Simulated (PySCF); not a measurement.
Delta-SCF ions had no search for a lower state. Excitations are Tamm–Dancoff values on a coarser integration grid. The basis has no diffuse functions, so Rydberg states are missing or too high.

Cartesian coordinates (Å):
SMILES: s1c2c(cc(cc2)[SiH3])cc1C
```xyz
21

C     -4.0743    -0.5466     0.7533
C     -2.6556    -0.2042     0.4263
C     -1.5150    -0.8186     0.8545
C     -0.3071    -0.2240     0.3403
C      1.0348    -0.5854     0.5635
C      2.0771     0.1288    -0.0366
Si     3.8678    -0.3581     0.2583
C      1.7603     1.2269    -0.8758
C      0.4448     1.6093    -1.1163
C     -0.5838     0.8811    -0.5064
S     -2.3070     1.1535    -0.6437
H     -4.5903     0.2930     1.2479
H     -4.1075    -1.4137     1.4284
H     -4.6505    -0.7957    -0.1533
H     -1.5233    -1.6803     1.5243
H      1.2508    -1.4362     1.2159
H      4.5356    -0.7559    -1.0175
H      3.9127    -1.5083     1.2073
H      4.6450     0.7803     0.8340
H      2.5646     1.7957    -1.3514
H      0.2207     2.4584    -1.7656
```
Charge 0, multiplicity 1.

Problem. Predict the HOMO–LUMO gap, T1 excitation (TDA), total energy, dipole moment, brightest of the four lowest singlets (TDA), S1 oscillator strength, vertical ionisation energy (Delta-SCF) and S1 excitation (TDA) from M06-2X/def2-TZVP // B3LYP-D3(BJ)/def2-SVP (PySCF).

Solution. 
- HOMO–LUMO gap = 7.22 eV
- T1 excitation (TDA) = 3.73 eV
- total energy = -28207.88 eV
- dipole moment = 0.328 e·Å
- brightest of the four lowest singlets (TDA) = 5.85 eV
- S1 oscillator strength = 0.029
- vertical ionisation energy (Delta-SCF) = 8.17 eV
- S1 excitation (TDA) = 4.80 eV
